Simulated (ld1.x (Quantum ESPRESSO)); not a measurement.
# Ranking ultrasoft potentials for germanium (Ge)

All share these settings but for the change named:

ld1.x (Quantum ESPRESSO) 7.5 input, shortened:

```
&input
   title='Ge', zed=32., rel=1, dft='PZ', iswitch=3,
   config='[Ar] 3d10 4s2 4p2'
 /
 &inputp
   pseudotype=3, tm=.true., lloc=-1, rcloc=1.40,
   nlcc=.false.,
   which_augfun='PSQ', rmatch_augfun=1.25
 /
4
4S  1  0   2.00   0.00  1.65  1.80  0.0
4S  1  0   0.00   1.70  1.65  1.80  0.0
4P  2  1   2.00   0.00  1.90  2.35  0.0
4P  2  1   0.00   0.10  1.90  2.35  0.0
 &test
   configts(1)='4s2 4p2'
 /
```

Cutoff: the first of the cutoffs (Ry, on a coarse ladder) from which the occupation-weighted sum of valence levels, in a spherical-Bessel basis at the reference potential, stays within 10 and 1 mRy of its value at 400 Ry; the density cutoff is not measured.

The base gives 10 Ry.

Of 8 variants that were run, those that failed, showed a ghost or another fault, or gave nearly equal values are left out.

A variant can come out equal or close to the base.

Task: Rank these variants from softest to hardest (loose cutoff).
A. type TM; waves now 4s (bound): rc 1.80 bohr; 4p (bound): rc 2.35 bohr; local potential all-electron potential smoothed inside 1.85 bohr (lloc = -1)
B. waves 4p (bound): rcut 1.90, rcutus 3.60 bohr; 4p channel at 0.1 Ry: rcut 1.90, rcutus 3.60 bohr
C. local potential all-electron potential smoothed inside 2.40 bohr (lloc = -1)

Result: B (8 Ry), C (10 Ry), A (18 Ry).
